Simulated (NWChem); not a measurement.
# Atomisation of H$_{2}$AlClS$_{2}$

SMILES: [SH][Al]([Cl])[SH]
```xyz
6

Al     0.0000     0.0000    -0.0087
Cl     0.0000     0.0000    -2.1174
S      1.9533     0.0000     0.9882
H      1.4195     0.0000     2.2430
S     -1.9533     0.0000     0.9882
H     -1.4195     0.0000     2.2430
```
Charge 0, spin multiplicity 1.

Everything below was run with NWChem. The geometry was optimised at PBE/def2-SVP, a minimum by its harmonic frequencies. It is one conformer; others weren't searched.

Basis set: def2-TZVP. The atomisation energy is electronic alone: no zero-point, thermal, spin-orbit or counterpoise terms. No value is extrapolated to the basis-set limit. Free atoms are single determinants with multiplicities Al 2, Cl 2, S 3, H 2.

B3LYP has NWChem's definition, with VWN1-RPA local correlation. The structure started from a generated list of species. No SCF solution was tested for a lower state. Open-shell Hartree-Fock references start from PBE0 orbitals.

One of these methods gave an atomisation energy of 433.9 kcal/mol. Which?
A) HF
B) B3LYP
C) PBE0
D) BLYP

C, PBE0. The others give 420.6 (BLYP), 320.7 (HF), 425.2 (B3LYP).
